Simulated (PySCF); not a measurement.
A structure optimised at PBE-D3(BJ)/def2-SVP, used in a PySCF frequency run:

```
C
C 1 1.3522
O 1 1.3669 2 124.04
H 3 0.9762 1 107.96 2 0.00
H 2 1.0974 1 120.66 3 180.00
H 2 1.1020 5 117.79 1 180.00
C 1 1.4995 2 124.98 5 0.00
H 7 1.1046 1 111.42 2 0.00
H 7 1.1101 8 109.04 1 121.92
H 7 1.1101 8 109.04 9 116.16
```
Charge 0, spin multiplicity 1.

Problem. Write its SMILES, formula and point group.

Solution. C=C(C)O, C₃H₆O, Cs

Problem. What are its rotational constants (standard atomic weights)?

Solution. 10.007, 8.9766, 4.8781 GHz
